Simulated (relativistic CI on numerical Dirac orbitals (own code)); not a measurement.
Fe³⁺ in a cubic cluster: 1s photoemission with charge transfer

Computed with a charge-transfer multiplet model of a cubic metal-ligand cluster with up to 2 ligand holes, Slater and spin-orbit integrals from Dirac-Coulomb-Breit ions, Slater integrals scaled by 0.8. The ground state mixes d5 with configurations of k ligand holes L, whose averages lie at kΔ + k(k − 1)U_dd/2; a core hole lowers each added d electron by U_cd. 300 K, Lorentzian 1.1 eV and Gaussian 0.6 eV FWHM.

Atomic integrals in eV (Slater integrals scaled, ζ unscaled), ground: F2dd 9.587, F4dd 5.993, zeta_d 0.056; with the core hole: F2dd 10.923, F4dd 6.860, zeta_d 0.082, G2cd 0.060.

Cluster parameters (eV): Δ = 2.2, U_dd = 6.9, 10Dq = 1.85, 10Dq(ligand) = 1.2, V(eg) = 1.7, V(t2g) = -0.77, final-state hopping factor = 0.9.

```csv
Case,n_d,d5,d6L,d7L2,S
U_cd = 8.1 eV,5.21,0.80,0.19,0.01,2.50
U_cd = 8.7 eV,5.21,0.80,0.19,0.01,2.50
U_cd = 9.3 eV,5.21,0.80,0.19,0.01,2.50
```

Weights, n_d and S are thermal averages at 300 K. Binding energies count from the first peak over 30 % of the highest in each spectrum, which can be another peak from case to case. The parameters are a model scan and need not match a compound or its usual spin state. Peaks in eV (height, largest 100):
- U_cd = 8.1 eV: 0.0 (100), 5.6 (69), 8.3 (16)
- U_cd = 8.7 eV: 0.0 (100), 5.8 (68), 8.4 (34)
- U_cd = 9.3 eV: 0.0 (100), 5.8 (66), 8.7 (61)

For the case U_cd = 8.7 eV, Δ = 2.2 eV is smaller than U_dd = 6.9 eV, the charge-transfer side of the Zaanen-Sawatzky-Allen scheme. With the core hole the configuration with one ligand hole lies at Δ − U_cd = -5.9, -6.5, -7.1 eV from the one without, in the order of the table; where this is negative the screened configuration lies lower.

With at most 2 ligand holes the space is cut while the next configuration still counts, so covalency is underestimated, and a final configuration with one more ligand hole, which can lie low, is missing from the spectra.
